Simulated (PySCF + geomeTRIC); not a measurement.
Calculation: B3LYP-D3(BJ)/def2-TZVP run with PySCF + geomeTRIC. fastk is a local helper that only speeds up exchange builds. No frequencies were computed at this level.

```python
import json, numpy as np
from pyscf import gto, dft
from fastk import lowrank_exchange
atoms = """
Si     2.387776     0.099772     0.034437
C      0.509915    -0.031940     0.007905
C     -0.193640    -1.179234    -0.017053
Si    -2.045672    -0.823272    -0.040365
C     -1.640646     1.016820    -0.008752
C     -0.314220     1.180543     0.012888
H      2.969355    -1.242883     0.000631
H      2.833055     0.869741    -1.132449
H      2.806334     0.798405     1.254988
H      0.292709    -2.141356    -0.023279
H     -2.748889    -1.287606     1.156689
H     -2.709178    -1.254001    -1.272222
H     -2.323806     1.850299    -0.007327
H      0.176908     2.144712     0.033907
"""
def scf(charge, spin, dm0=None):
    mol = gto.M(atom=atoms, basis='def2-tzvp', ecp={}, charge=charge, spin=spin, verbose=3, max_memory=5040)
    mf = dft.KS(mol, xc='b3lyp').density_fit(auxbasis="def2-universal-jkfit")
    mf.disp = 'd3bj'
    mf.grids.level = 3
    mf.conv_tol = 1e-8
    mf.max_cycle = 60
    mf.kernel(dm0)
    if not mf.converged:
        mf = mf.newton().run(mf.mo_coeff, mf.mo_occ).undo_soscf()
    return mf
mf = scf(0, 0)
from pyscf.geomopt.geometric_solver import kernel as optimize
path = []
done, mol = optimize(mf, maxsteps=80, assert_convergence=False, callback=lambda env: path.append((env["energy"], bool(env["g_scanner"].converged))))
res = dict(converged=bool(done and path[-1][1]), energy=path[-1][0], path=[e for e, c in path], xyz=mol.atom_coords(unit="Angstrom").tolist(), nao=mol.nao)
json.dump(res, open("result.json", "w"))
```

Output:

```
converged SCF energy = -736.322994351014
Geometry optimization cycle 1
converged SCF energy = -736.322994352353
cycle 1: E = -736.322994352  dE = -736.323  norm(grad) = 0.0400717
Geometry optimization cycle 2
converged SCF energy = -736.32434002564
cycle 2: E = -736.324340026  dE = -0.00134567  norm(grad) = 0.0252924
Geometry optimization cycle 3
converged SCF energy = -736.325658503031
cycle 3: E = -736.325658503  dE = -0.00131848  norm(grad) = 0.00722442
Geometry optimization cycle 4
converged SCF energy = -736.325675298541
cycle 4: E = -736.325675299  dE = -1.67955e-05  norm(grad) = 0.00665191
Geometry optimization cycle 5
converged SCF energy = -736.325774329788
cycle 5: E = -736.32577433  dE = -9.90312e-05  norm(grad) = 0.00179941
Geometry optimization cycle 6
converged SCF energy = -736.325783681996
cycle 6: E = -736.325783682  dE = -9.35221e-06  norm(grad) = 0.000401025
Geometry optimization cycle 7
converged SCF energy = -736.325784505924
cycle 7: E = -736.325784506  dE = -8.23929e-07  norm(grad) = 0.000144019
<class 'geometric.internal.Distance'> : 14
<class 'geometric.internal.Angle'> : 20
<class 'geometric.internal.OutOfPlane'> : 4
<class 'geometric.internal.Dihedral'> : 30
<class 'geometric.internal.TranslationX'> : 1
<class 'geometric.internal.TranslationY'> : 1
<class 'geometric.internal.TranslationZ'> : 1
<class 'geometric.internal.RotationA'> : 1
<class 'geometric.internal.RotationB'> : 1
<class 'geometric.internal.RotationC'> : 1
Step    0 : Gradient = 1.071e-02/2.675e-02 (rms/max) Energy = -736.3229943524
Step    1 : Displace = 5.305e-02/7.867e-02 (rms/max) Trust = 1.000e-01 (=) Grad = 6.760e-03/1.551e-02 (rms/max) E (change) = -736.3243400256 (-1.346e-03) Quality = 0.369
Step    2 : Displace = 2.621e-02/3.710e-02 (rms/max) Trust = 1.000e-01 (=) Grad = 1.931e-03/4.423e-03 (rms/max) E (change) = -736.3256585030 (-1.318e-03) Quality = 0.924
Step    3 : Displace = 1.773e-02/3.125e-02 (rms/max) Trust = 1.414e-01 (+) Grad = 1.778e-03/3.582e-03 (rms/max) E (change) = -736.3256752985 (-1.680e-05) Quality = 0.088
Step    4 : Displace = 9.373e-03/1.645e-02 (rms/max) Trust = 8.866e-03 (-) Grad = 4.809e-04/9.240e-04 (rms/max) E (change) = -736.3257743298 (-9.903e-05) Quality = 1.023
Step    5 : Displace = 3.553e-03/6.555e-03 (rms/max) Trust = 1.254e-02 (+) Grad = 1.072e-04/2.529e-04 (rms/max) E (change) = -736.3257836820 (-9.352e-06) Quality = 1.189
Step    6 : Displace = 9.935e-04/1.654e-03 (rms/max) Trust = 1.773e-02 (+) Grad = 3.849e-05/9.436e-05 (rms/max) E (change) = -736.3257845059 (-8.239e-07) Quality = 1.310
Converged! =D
```

Cost: roughly 7 core-minutes.
